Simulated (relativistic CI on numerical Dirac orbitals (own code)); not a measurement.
## N⁴⁺: sensitivity of the levels to the model

Base calculation: Dirac-Coulomb-Breit CI, separate exchange-only KLI orbitals for each configuration, model QED (radiative potential, 1s self-energy scaled to tabulated hydrogen-like ionisation energies), valence Slater integrals scaled by 0.85, P86 correlation energy added to each configuration.

Configurations in the expansion (outside the closed core 1s2): 2s, 2p, 3s, 3p, 3d, 4s, 4p, 4f, 4d, 5s, 5p, 5g, 5f, 5d, 6s, 6p, 6d. Levels of other configurations are missing.

The lowest level and the first level of each name with at least 55 % of one term (blank where a level has no safe partner in the second run):

| Level | Base (cm⁻¹) | Shift (cm⁻¹) |
| --- | --- | --- |
| 2s 2S_1/2 | 0 | 0 |
| 2p 2P°_1/2 | 82557 | -187 |
| 2p 2P°_3/2 | 82806 | -436 |
| 3s 2S_1/2 | 455925 | -296 |
| 3p 2P°_1/2 | 477650 | -348 |
| 3p 2P°_3/2 | 477721 | -419 |
| 3d 2D_3/2 | 482527 | -407 |
| 3d 2D_5/2 | 482549 | -430 |
| 4s 2S_1/2 | 606064 | -377 |
| 4p 2P°_1/2 | 614907 | -399 |
| 4p 2P°_3/2 | 614936 | -427 |
| 4d 2D_3/2 | 617278 | -423 |
| 4d 2D_5/2 | 617288 | -432 |
| 4f 2F°_5/2 | 620165 | -433 |
| 4f 2F°_7/2 | 620170 | -438 |
| 5s 2S_1/2 | 673808 | -408 |
| 5p 2P°_1/2 | 678271 | -418 |
| 5p 2P°_3/2 | 678286 | -433 |
| 5d 2D_3/2 | 679589 | -431 |
| 5d 2D_5/2 | 679594 | -435 |
| 5f 2F°_5/2 | 681893 | -436 |
| 5g 2G_7/2 | 681895 | -438 |

At this charge configurations can still be misplaced by up to about 7 % of their energy. 21 of the 21 excited levels that our extract of the measured tables holds in this range could be paired (the sources list more); they are missed by 561 cm⁻¹ on average and 2106 at most, and levels without a partner can miss by more.

(1) One thing was changed in a second run, which moved the levels as shown. Which?
A. configuration mixing switched off
B. non-relativistic limit
C. QED terms removed
D. valence Slater integrals scaled by 0.75
E. Breit term removed

Results:

(1) B. Non-relativistic limit. Without relativity the fine structure collapses and s electrons lose their extra binding.
